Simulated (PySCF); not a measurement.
Bond length, frequency and bond energy of LiGa by level of theory

State: ¹Σ⁺ (singlet), closed shell. Set-up: basis Li aug-pcseg-1, Ga aug-pcseg-1; no relativity; PySCF 2.14. De refers to Li + Ga in their high-spin ground configurations, without counterpoise correction. A positive dipole means Li(−)Ga(+).

```
      Level  Re (Å)  ωe (cm⁻¹)  De (eV)  μ (D)  CPU s a point (SCF and correlation, without the integrals)
    RHF-MP2   2.906        281     0.62    n/a                                                       0.086
RHF-SCS-MP2   2.916        277     0.65    n/a                                                         n/a
   RHF-CCSD   2.912        266     0.79    n/a                                                         n/a
RHF-CCSD(T)   2.913        263     0.83    n/a                                                         1.1
        PBE   2.896        268     0.95  -1.99                                                        0.59
     PBEsol   2.887        270     1.01  -2.17                                                        0.42
     revPBE   2.923        263     0.88  -1.91                                                        0.42
     r²SCAN   2.884        277     0.83  -2.70                                                        0.83
       PBE0   2.880        281     0.86  -2.64                                                        0.94
     M06-2X   2.847        297     0.89  -3.16                                                        0.79
    LC-ωPBE   2.826        308     0.69  -3.94                                                        0.74
```

Q: Which functional lies closest to RHF-CCSD(T) in De, which farthest, and by how much do they differ from it?

A: Closest is r²SCAN (-2.9 pm in Re, +5.3 % in ωe, +0.00 eV in De against RHF-CCSD(T) in the same basis), farthest PBEsol (-2.6 pm in Re, +2.7 % in ωe, +0.18 eV in De). CCSD(T) converges more slowly with the basis than the functionals do and binds too weakly in this one, so the order can change at the basis-set limit.

Q: What does a quarter of exact exchange do here, going from PBE to PBE0?

A: PBE0 less PBE: -1.6 pm in Re, +4.9 % in ωe, -0.09 eV in De. Exact exchange removes part of the self-interaction that spreads semilocal densities, and in most molecules shortens and stiffens the bond and lowers De; so it does here.

Q: What does the step from GGA to meta-GGA do here, going from PBE to r²SCAN?

A: r²SCAN less PBE: -1.2 pm in Re, +3.4 % in ωe, -0.12 eV in De. 

Correlated steps freeze 9 core orbitals. Closed-shell solutions of metal pairs were not tested for spin polarisation, which can lower them a little. Correlated levels converge slowly with the basis: in double zeta they bind strong bonds too weakly, by up to about 1 eV, and carry superposition errors of some tenths. Where the molecule has an RHF reference, its open-shell atoms are computed with UHF.

The whole job (state search and all levels along the bond) took about 1.8 min on 1 thread of Arm Neoverse V1 (shared host), peak memory 0.61 GiB.
